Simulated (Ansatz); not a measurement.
`CO[SiH](N)Br` → HBr + `CO[Si]N`  (silylene formation by 1,1-elimination)

Computed with Ansatz on PBE0-D4/def2-TZVP structures; ΔE is electronic, products minus reactants. CBS: MP2 limit from def2 TZ/QZ plus the TZ coupled-cluster correction, frozen cores. Functionals use def2-TZVPP. For Br outer-core shells are correlated without core-valence functions, which leaves a few kJ/mol of doubt a bond. Scalar relativity is left out up to krypton. One conformer a species, not always the lowest.

```tsv
level	ΔE (eV)
r2SCAN-D4	2.54
ωB97M-V	2.36
PBE	2.19
MP2/def2-TZVPP	2.54
SCS-MP2/def2-TZVPP	2.43
HF/def2-QZVPP	2.45
MP2/def2-QZVPP	2.60
SCS-MP2/def2-QZVPP	2.49
```

(1) What does CCSD(T)/CBS give? (Estimate.)

Largest T1 diagnostic among the species: 0.013.

Results:

(1) Ansatz gave: +2.45 eV. The listed levels differ from it by 0.09, -0.09, -0.26, 0.09, -0.02, 0.00, 0.15, 0.04 eV.

The D4 term adds +0.16 eV with B3LYP and +0.09 eV with PBE0; it sums over pairs of atoms, weighted by their polarisabilities, and B3LYP, whose exchange is more repulsive, gets the larger term. From PBE to PBE0 (25 % exact exchange), in def2-TZVPP and without D4, ΔE moves by +0.21 eV.

B3LYP here is the variant with VWN-RPA as its local correlation; programs differ in this.
